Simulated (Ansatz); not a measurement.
A nudged elastic band was laid between two geometries of BClH4SeSi (8 atoms, charge 0, multiplicity 1).

Computed with Ansatz, RKS revPBE/def2-SVP.

```yaml
movable_images: 9
climbing_image: yes
spring: 5.0 eV/Å²
optimiser: quadratic models (default)
start_path: IDPP
force_threshold: 0.05 eV/Å
iteration_limit: 60
end_points: relaxed
```

Initial state:

```xyz
8
Properties=species:S:1:pos:R:3
Si -0.118 1.026 -0.382
B 0.599 -0.848 -0.041
Cl 2.094 -1.364 -0.858
Se -0.233 -2.156 1.134
H -0.411 1.210 -1.851
H -1.383 1.305 0.392
H 0.914 2.055 0.012
H -1.370 -1.286 1.537
```

Final state:

```xyz
8
Properties=species:S:1:pos:R:3
Si -0.463 0.849 -0.525
B 0.402 -0.948 -0.120
Cl 0.647 -2.106 -1.450
Se 0.995 -1.524 1.641
H 0.349 1.595 -1.557
H -1.846 0.640 -1.093
H -0.582 1.717 0.703
H 0.591 -0.279 2.346
```

Q: Which bonds break or form, and what moves?

A: No bond is made or broken. The dihedral H7–Si1–B2–Se4 goes from 121 to 1°. The two ends are copies of one structure, up to a mirror image or an exchange of like atoms.

Q: Give the energies along the band, and the barrier.

A: The forces met the threshold. The highest image is number 5 of 0 to 10, 0.5 kcal/mol above the ends, which have the same energy within 2 meV. A vibrational analysis at the climbing image gives one clearly imaginary mode, 82i cm⁻¹: a first-order saddle point.

```json
{"image": "0", "path coordinate (Å)": "0.00", "energy (kcal/mol)": "0.0", "dihedral H7–Si1–B2–Se4 (°)": "121"}
{"image": "1", "path coordinate (Å)": "0.41", "energy (kcal/mol)": "0.0", "dihedral H7–Si1–B2–Se4 (°)": "108"}
{"image": "2", "path coordinate (Å)": "0.81", "energy (kcal/mol)": "0.2", "dihedral H7–Si1–B2–Se4 (°)": "96"}
{"image": "3", "path coordinate (Å)": "1.22", "energy (kcal/mol)": "0.4", "dihedral H7–Si1–B2–Se4 (°)": "83"}
{"image": "4", "path coordinate (Å)": "1.63", "energy (kcal/mol)": "0.5", "dihedral H7–Si1–B2–Se4 (°)": "71"}
{"image": "5", "path coordinate (Å)": "2.04", "energy (kcal/mol)": "0.5", "dihedral H7–Si1–B2–Se4 (°)": "59"}
{"image": "6", "path coordinate (Å)": "2.45", "energy (kcal/mol)": "0.5", "dihedral H7–Si1–B2–Se4 (°)": "48"}
{"image": "7", "path coordinate (Å)": "2.86", "energy (kcal/mol)": "0.4", "dihedral H7–Si1–B2–Se4 (°)": "36"}
{"image": "8", "path coordinate (Å)": "3.26", "energy (kcal/mol)": "0.2", "dihedral H7–Si1–B2–Se4 (°)": "25"}
{"image": "9", "path coordinate (Å)": "3.67", "energy (kcal/mol)": "0.1", "dihedral H7–Si1–B2–Se4 (°)": "13"}
{"image": "10", "path coordinate (Å)": "4.07", "energy (kcal/mol)": "0.0", "dihedral H7–Si1–B2–Se4 (°)": "1"}
```

Q: What is the geometry of the highest image?

A: 
```xyz
8
Properties=species:S:1:pos:R:3:forces:R:3
Si -0.274 0.938 -0.510 0.00 -0.01 0.01
B 0.495 -0.918 -0.167 0.00 0.00 -0.04
Cl 1.333 -1.822 -1.449 0.01 0.00 -0.01
Se 0.364 -1.816 1.555 -0.01 0.00 0.04
H -0.049 1.402 -1.924 0.00 0.00 -0.01
H -1.757 0.943 -0.231 -0.01 0.00 0.00
H 0.355 1.937 0.431 0.00 0.01 0.00
H -0.376 -0.722 2.240 0.01 -0.01 0.00
```

The band took 5 iterations and roughly 80 core-seconds.

Run time: 41 s on 2 threads of Intel(R) Xeon(R) Platinum 8559C (Emerald Rapids), with other jobs on the host, peak memory 0.17 GiB.
